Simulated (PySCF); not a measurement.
CdClBr, SMILES [Cl][Cd][Br].

Geometry: r2SCAN-D4/def2-TZVP. The def2 effective core potentials stand for the cores of Cd; spin–orbit coupling is left out.

These are TDA-ωB97X/def2-SVPD in PySCF values and carry that method's errors.

Vertical excitations; the highest root listed may be one member of a degenerate set. Isolated molecule, no solvent. State labels are in the subgroup C2v.

```
state  symmetry  energy (eV)  λ (nm)      f                                                main pairs
-----  --------  -----------  ------  -----  --------------------------------------------------------
S1           B2         5.43     228  0.009                                HOMO→LUMO (degenerate set)
S2           B1         5.43     228  0.009                              HOMO−1→LUMO (degenerate set)
S3           B2         6.12     203  0.040                              HOMO−2→LUMO (degenerate set)
S4           B1         6.12     203  0.040                              HOMO−3→LUMO (degenerate set)
S5           A1         6.93     179  0.105    HOMO−4→LUMO 54 %, HOMO−1→LUMO+1 21 %, HOMO→LUMO+2 21 %
S6           A2         7.14     174  0.000                      HOMO→LUMO+1 48 %, HOMO−1→LUMO+2 48 %
S7           A2         7.15     174  0.000               HOMO−1→LUMO+2, HOMO→LUMO+1 (degenerate set)
S8           A1         7.15     174  0.000               HOMO→LUMO+2, HOMO−1→LUMO+1 (degenerate set)
S9           A1         7.61     163  0.023  HOMO−5→LUMO 58 %, HOMO−3→LUMO+1 18 %, HOMO−2→LUMO+2 18 %
S10          A2         7.78     159  0.000                    HOMO−2→LUMO+1 48 %, HOMO−3→LUMO+2 48 %
T1           B2         5.08     244      0                                HOMO→LUMO (degenerate set)
T2           B1         5.08     244      0                              HOMO−1→LUMO (degenerate set)
T3           B2         5.76     215      0                              HOMO−2→LUMO (degenerate set)
T4           B1         5.76     215      0                              HOMO−3→LUMO (degenerate set)
```
Triplets are in the Tamm–Dancoff approximation.
